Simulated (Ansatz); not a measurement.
Born–Oppenheimer molecular dynamics of CH3ClSi2 (7 atoms, charge 0, multiplicity 1). It starts from a relaxed structure.

All numbers below come from RKS PBE0/6-31G in Ansatz 0.2.0.

| Item | Value |
| --- | --- |
| ensemble | NVT, Nosé–Hoover chain |
| time step | 0.5 fs |
| steps asked | 150 |
| set temperature | 300 K |
| thermostat | time constant 100 fs, chain length 3 (defaults) |
| seed | 38764 |

First frame:

```xyz
7
Properties=species:S:1:pos:R:3
Si -0.240 1.268 -0.011
C 0.059 -0.575 -0.143
Si 0.582 -2.015 0.582
Cl 0.626 -3.981 -0.328
H -0.793 1.627 -1.365
H -1.254 1.624 1.039
H 1.021 2.052 0.225
```

How far do the bonds stretch over the last three quarters of this one trajectory? (Pairs bonded in most of those frames.)


| bond | mean (Å) | spread (Å) | shortest | longest |
| --- | --- | --- | --- | --- |
| Si1–C2 | 1.865 | 0.009 | 1.85 | 1.89 |
| Si1–H5 | 1.508 | 0.027 | 1.47 | 1.54 |
| Si1–H6 | 1.507 | 0.026 | 1.47 | 1.54 |
| Si1–H7 | 1.507 | 0.026 | 1.47 | 1.55 |
| C2–Si3 | 1.698 | 0.010 | 1.68 | 1.72 |
| Si3–Cl4 | 2.158 | 0.011 | 2.14 | 2.18 |

Mean temperature of the second half: 163 K. The conserved energy stayed within 0.067 meV per atom of its start (net change 0.031 meV per atom), so the integration is sound. The mean temperature of the second half is 46 % below the set value. A run of 0.075 ps of so small a system gives no equilibrium averages. Limits of this set-up: no polarisation functions.

Run time: 4.5 min on 1 thread of Arm Neoverse V1, with other jobs on the host, peak memory 0.1 GiB.
